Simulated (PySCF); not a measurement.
**Interval between two levels of Ag by level of theory**

Ag [Kr] 4d10 5s1 [2S1/2, M_J = 1/2] → Ag [Kr] 4d9 5s1 5p1 [4F9/2, M_J = 9/2], as a difference of total energies. Calculation: PySCF 2.14, in x2c-SVPall-2c with one added diffuse shell each of s, p, d type (7s9p7d1f, 76 functions); the two-component X2C-1e Hamiltonian. Correlated levels: [Ar] 3d10 frozen; the 6 highest virtual spinors dropped. "Screened" scales the spin-orbit matrix elements by Boettger's factors to mimic the two-electron term; Breit and QED terms are absent.

```
                    method  interval between two levels (cm⁻¹)
           GHF (spin-free)                               49394
          GMP2 (spin-free)                               59172
 GHF (screened spin-orbit)                               48054
GMP2 (screened spin-orbit)                               57786
```

The labels give the starting determinants; with spin-orbit coupling the two ends relaxed to ⟨J²⟩ = 0.75, ⟨L²⟩ = 0.01, ⟨S²⟩ = 0.77 and ⟨J²⟩ = 24.77, ⟨L²⟩ = 12.03, ⟨S²⟩ = 3.77.
